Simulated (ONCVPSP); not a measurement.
## platinum (Pt), ONCV: configuration errors across variants

ONCVPSP 4.0.1 input, shortened (lines: element, Z, core and valence counts, functional; n l f; lmax; l rc ep ncon nbas qcut; lloc lpopt rc5 dvloc0; l nproj debl; icmod fcfact rcfact), PBE, scalar-relativistic:

```
  Pt 78.00   10    4        4      upf
    1    0    2.00
    2    0    2.00
    2    1    6.00
    3    0    2.00
    3    1    6.00
    3    2   10.00
    4    0    2.00
    4    1    6.00
    4    2   10.00
    4    3   14.00
    5    0    2.00
    5    1    6.00
    5    2    9.00
    6    0    1.00
    2
    0    1.55    0.00    5   10    8.30
    1    1.15    0.00    5   10    6.30
    2    2.05    0.00    4    8    6.40
    4    5    0.95    0.00
    0    2    2.10
    1    2    3.90
    2    2    0.30
    2    0.20    1.00
```

All-electron excitation energies from the reference (eV): (1) 5s2 5p6 5d9 6s0 9.194; (2) 5s2 5p6 5d8 6s0 29.160; (3) 5s2 5p6 5d7 6s0 61.377; (4) 5s2 5p6 5d9 6s0.5 3.694.

1 further variants failed, have other tests or too few solved ones, and are left out.

A true bound ghost makes a file unfit for plane-wave use even where its test errors are small: the radial tests pick states by their node count and pass the ghost by.

Errors AE − PS in meV (a dash: test not solved or not reliable):

```csv
change,(1),(2),(3),(4),bound ghosts,GHOST(+) flags above zero
base,-3.8,-7.9,-11,-1.5,none,"s, p, d"
"core correction Teter function fitted to the true core (icmod 2), fcfact 1",-3.5,-7.8,-11,-1.5,none,"s, p, d"
"all radii but the core radius scaled by about 0.86 (s 1.34, p 1.00, d 1.76 bohr); local potential polynomial inside 0.82 bohr (lpopt 5, dvloc0 0 Ha)",-3.5,-5.0,-12,-1.4,s,p
core correction none,-3.2,-7.3,-12,-1.4,none,"s, p, d"
```

Give the same row for: d: rc 2.98.

-4.5, -1.7, +133, -1.3; bound ghosts: none; GHOST(+) flags above zero: s, p, d.
